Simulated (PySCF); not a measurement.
**Correlation energy of Kr (krypton, neutral)**

[Kr], closed-shell 1S. All numbers are calculated (PySCF 2.14, scalar relativity by spin-free X2C-1e, in aug-cc-pVDZ-DK (6s5p3d, 36 functions)). Frozen: [Ar] 3d10; 8 electrons correlated.

MP2 pair energies summed by pair of shells (mhartree):

```tsv
pair	energy	share (%)
4p-4p	-102.74	80.9
4s-4p	-19.16	15.1
4s-4s	-5.18	4.1
```

Total MP2 correlation energy: -127.08 mhartree.

Same-spin part -34.81 and opposite-spin part -92.26 mhartree; SCS-MP2 scales them by 1/3 and 6/5 to -122.32 mhartree.

```json
{"level": "CCSD", "correlation energy (mhartree)": "-137.66"}
{"level": "(T)", "correlation energy (mhartree)": "-2.00"}
{"level": "CCSD(T)", "correlation energy (mhartree)": "-139.66"}
```

Diagnostics: T1 = 0.0041, D1 = 0.0063, largest double amplitude 0.038.

Cost of the coupled-cluster step: 0.07 s of wall time on 1 thread of Neoverse-V2 (shared host), for 8 correlated electrons.
